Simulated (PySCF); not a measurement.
C8H12.
Geometry (PBE0-D3(BJ)/def2-SVP, Å), atoms numbered from 1 in this order:
```
atom  x, y, z in Å
C1     3.934   -0.363    1.144
C2     2.951   -0.179    0.251
C3     1.536   -0.173    0.574
C4     0.555    0.010   -0.327
C5    -0.899    0.012   -0.034
C6    -1.777    1.181   -0.550
C7    -2.896    0.168   -0.845
C8    -1.829   -0.941   -0.829
H9     3.717   -0.524    2.204
H10    4.985   -0.358    0.846
H11    3.208   -0.021   -0.804
H12    1.268   -0.332    1.627
H13    0.834    0.168   -1.379
H14   -1.064   -0.127    1.048
H15   -1.358    1.602   -1.478
H16   -1.980    2.010    0.145
H17   -3.486    0.303   -1.764
H18   -3.593    0.073    0.002
H19   -1.425   -1.127   -1.837
H20   -2.075   -1.910   -0.370
```

Linear response at CAM-B3LYP/def2-SVPD (PySCF, frozen core in the response, non-relativistic). One conformer (not necessarily the lowest) at the PBE0-D3(BJ)/def2-SVP geometry, without solvent, vibrations or thermal averaging.

Static isotropic polarisability: 105.21 au (15.59 Å³), principal values 75.9, 81.3, 158.4 au.

Q: What is the polarisability at 1064 nm and at the sodium D line?

A: 106.81 au at 1064 nm (+1.5 %), 110.84 au at 589.3 nm (+5.4 %). The rise at 589.3 nm is 3.53 times that at 1064 nm; a pure ω² law gives 3.26. The lowest singlet lies at 221 nm, shorter than both wavelengths.

Q: What is the isotropic C6 coefficient between two such molecules, C6 = (3/π)∫α(iω)² dω?

A: 3951 au (Eh·bohr⁶) by a ten-point quadrature over imaginary frequencies, which is 2360 eV·Å⁶ or 228 J·nm⁶/mol.

Q: Which effective excitation energy ω̄ makes London's formula C6 = (3/4)α²ω̄ exact here?

A: ω̄ = 4·C6/(3α²) = 0.476 Eh = 12.9 eV. A one-pole form α(ω) = α/(1 − ω²/ω̄²) fitted to the 1064 nm value gives 9.5 eV. London's choice of the ionisation energy (8.29 eV, ΔSCF at the same level) gives C6 = 2530 au, 36 % too low.

Q: The lowest 6 singlets have (eV, f): 5.62, 0.997; 6.50, 0.000; 6.61, 0.000; 7.04, 0.049; 7.16, 0.000; 7.26, 0.003. What share of the static polarisability do they carry in the sum over states α = Σ f/ω²?

A: 24.17 au, 23.0 % of α; the largest term, 23.40 au, is that of the state at 5.62 eV. Their oscillator strengths add up to 1.05. Higher states carry the rest.

Q: What three-body coefficient follows from the one-pole estimate C9 = (3/4)·α·C6?

A: 312000 au. This is an estimate from the two numbers above, not a computed integral.

Q: How many electrons N does the Slater–Kirkwood formula C6 = (3/4)·√N·α^(3/2) need to give this C6?

A: N = (4·C6/3)²/α³ = 23.8; the species has 60 electrons in all.

Cost: about 2.7 min of CPU time on one thread; the machine was shared, so the figure is rough. This is the whole response run at CAM-B3LYP/def2-SVPD, SCF included.
